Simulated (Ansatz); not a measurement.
Process, species as SMILES: [Cl][Pb][Cl] → [Cl][Pb] + Cl atom (the Cl-Pb bond at the site shown breaks; other sites are not compared here)
Structures are relaxed separately at B3LYP-D3(BJ)/def2-TZVP in Ansatz (a program for electronic structure). A spin state is the lowest found, not a proven ground state.

Property: bond dissociation energy (electronic energy difference), in eV. Cores are frozen in the correlated levels unless marked. UHF or UKS for open shells. No spin-orbit coupling. The frozen core is the preceding noble-gas configuration, with the filled d and f shells of earlier blocks. Past Kr the def2 sets carry scalar-relativistic core potentials. CBS(X,Y): correlation extrapolated as X^-3; Hartree-Fock from the larger set.

```tsv
level	program	bond dissociation energy (eV)
PBE0-D4/def2-TZVP	Ansatz + dftd4	…
PBE0/def2-QZVPP	Ansatz	…
SCS-MP2/def2-QZVPPD	Ansatz	3.98
CCSD/def2-TZVPPD	Ansatz	3.68
CCSD(T)/CBS(def2-TZVPPD,def2-QZVPPD)	Ansatz	3.99
```

**Question.** Fill in the missing entries.

**Answer.** 
- PBE0-D4/def2-TZVP, bond dissociation energy (eV): 4.00
- PBE0/def2-QZVPP, bond dissociation energy (eV): 3.95
